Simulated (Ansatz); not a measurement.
```xyz
21

Si   -2.819    1.104   -0.346
N    -1.616   -0.035    0.142
Si   -1.366   -0.396    1.815
Sn   -0.348   -0.896   -1.195
N     1.492   -0.289   -0.577
Si    2.703   -1.412   -0.074
Si    1.759    1.416   -0.447
H    -2.362    1.834   -1.559
H    -3.053    2.072    0.760
H    -4.120    0.456   -0.672
H    -0.470   -1.583    1.902
H    -0.728    0.730    2.549
H    -2.655   -0.711    2.492
H    -0.722   -0.240   -2.720
H    -0.382   -2.591   -1.060
H     3.512   -0.810    1.021
H     3.633   -1.781   -1.179
H     2.058   -2.662    0.412
H     0.686    2.112   -1.212
H     3.083    1.790   -1.015
H     1.715    1.891    0.962
```

The species carries charge 0 and has multiplicity 1. Sn takes the def2 core potential.

Question: List the PBE0/def2-TZVPP orbital energies in eV (Ansatz). (An estimate is asked.)

Answer: Ansatz gave: Occupied: -1802.79, -1802.79, -1802.79, -1802.78, -391.08, -391.08, -145.08, -145.08, -145.08, -145.07, -140.64, -99.75, -99.75, -99.75, -99.75, -99.73, -99.73, -99.73, -99.73, -99.72, -99.72, -99.72, -99.72, -95.29, -95.28, -95.25, -29.26, -29.15, -29.07, -28.97, -28.96, -23.26, -22.72, -15.56, -15.50, -15.34, -14.15, -13.66, -11.35, -11.24, -11.21, -10.82, -10.53, -10.50, -9.72, -9.68, -9.51, -9.36, -9.29, -9.26, -9.08, -7.70, -7.46. Lowest empty: -0.77, -0.66, 0.10, 0.45, 0.74, 0.99, 0.99, 1.28.
